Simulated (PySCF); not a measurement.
**Computed properties of H4P, SMILES [PH4+], charge +1**

H4P, SMILES [PH4+], charge +1. Geometry: TPSSh-D3(BJ)/def2-TZVPD. The isomer is the one that the SMILES or the coordinates give; other isomers of the formula were not compared. Other conformers were not sampled. All values are computed for the isolated molecule unless a solvent is named; none is compared with measurement here.

**Structure.** The optimised structure has Td symmetry. All 9 harmonic modes at TPSSh-D3(BJ)/def2-TZVPD (PySCF) are real, so it is a minimum.

**Vibrations.** The strongest infrared lines (harmonic, unscaled, degenerate partners summed) lie at 2567 cm⁻¹ (93 km/mol, H 96 %), 1002 cm⁻¹ (25 km/mol, H 93 %). The softest mode is at 1002 cm⁻¹ and the zero-point energy is 22.2 kcal/mol.

**Electronic structure.** M06-2X/def2-TZVPD (PySCF) places the frontier levels at -20.51 and -5.17 eV, a gap of 15.34 eV and a mean polarisability of 20.6 bohr³. PBE/def2-TZVPD (PySCF) at the same geometry gives -17.76 and -7.13 eV, so its gap is 4.71 eV narrower. An orbital gap is neither the optical nor the fundamental gap.

**Excitations.** TDA-B3LYP/def2-TZVPD (PySCF) has S1 at 11.02 eV (112 nm, f = 0.000, dark); the most intense of the 10 singlets computed lies at 12.71 eV (f = 0.51). Strengths of degenerate partners are summed. T1 (TDA) is at 9.81 eV, 1.21 eV under S1. TDA-PBE/def2-TZVPD (PySCF) puts S1 at 10.73 eV. No vertical singlet excitation falls in the visible range (under 3.1 eV).

**NMR.** GIAO shifts at B3LYP/pcSseg-2 (PySCF) (non-relativistic, atoms alike by connectivity averaged): ¹H at 6.1 ppm against TMS.

**Solvation.** SMD-ωB97X/def2-SVP (PySCF) gives -73.6 kcal/mol in water, -71.2 kcal/mol in cyclohexanone, -63.0 kcal/mol in chlorobenzene (1 M in both phases, gas-phase geometry); of these solvents water holds the molecule best.
